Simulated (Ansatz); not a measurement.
System: sum formula TaOF2 (charge +1, singlet). 
Geometry from a B3LYP-D3(BJ)/def2-TZVP (Ansatz, a quantum-chemistry and plane-wave program) optimisation:
```
Ta
O 1 1.6857
F 1 1.8278 2 104.88
F 1 1.8278 2 104.88 3 -114.23
```
Charge +1, spin multiplicity 1.

Total electronic energies in hartree. Correlated levels leave the core frozen unless marked. No spin-orbit coupling. Frozen are the shells of the preceding noble gas and the d and f shells that filled before the atom's block. Past Kr the def2 sets carry scalar-relativistic core potentials. CBS marks a two-point X^-3 extrapolation of the correlation energy; Hartree-Fock from the larger set. [CCSD(T)-MP2]/basis is that difference in the basis named.

The T1 diagnostic of CCSD in the largest basis is 0.025, which is high, so the coupled-cluster rows are less sure than usual.

```json
[
 {"level": "HF/def2-TZVPPD", "program": "Ansatz", "energy (Eh)": "-330.10915"},
 {"level": "BLYP-D3(BJ)/def2-TZVPD", "program": "Ansatz + dftd3", "energy (Eh)": "-331.89764"},
 {"level": "BLYP-D4/def2-TZVPD", "program": "Ansatz + dftd4", "energy (Eh)": "-331.89809"},
 {"level": "PBE0-D4/def2-TZVPD", "program": "Ansatz + dftd4", "energy (Eh)": "-331.62068"},
 {"level": "BHLYP-D3(BJ)/def2-TZVPD", "program": "Ansatz + dftd3", "energy (Eh)": "-331.65899"},
 {"level": "r2SCANh/def2-TZVPD", "program": "Ansatz", "energy (Eh)": "-331.78160"},
 {"level": "HSE06-D4/def2-TZVPD", "program": "Ansatz + dftd4", "energy (Eh)": "-331.60923"},
 {"level": "RI-MP2/def2-QZVPP", "program": "Ansatz", "energy (Eh)": "-331.11703"},
 {"level": "RI-MP2/CBS(def2-TZVPPD,def2-QZVPPD)+[CCSD(T)-MP2]/def2-TZVPPD", "program": "Ansatz", "energy (Eh)": "-331.1699"}
]
```

Totals of different functionals don't rank their quality; only differences between species are comparable.
